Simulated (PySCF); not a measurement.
Correlation energy of Ir (iridium, neutral)

[Xe] 4f14 5d7 6s2, high-spin 4F determinant. All numbers are calculated (PySCF 2.14, scalar relativity by spin-free X2C-1e, in x2c-TZVPPall with one added diffuse shell each of s, p, d, f type (12s8p8d4f1g, 113 functions)). Frozen: [Xe] 4f14; 9 electrons correlated.

```json
{"level": "CCSD", "correlation energy (mhartree)": "-229.04"}
{"level": "(T)", "correlation energy (mhartree)": "-10.16"}
{"level": "CCSD(T)", "correlation energy (mhartree)": "-239.20"}
```

Diagnostics: T1 = 0.020, D1 = 0.0727, largest double amplitude 0.046.

Spin-orbit coupling, absent here, splits the open shell strongly.

Cost of the coupled-cluster step: about 22 core-seconds, for 9 correlated electrons.
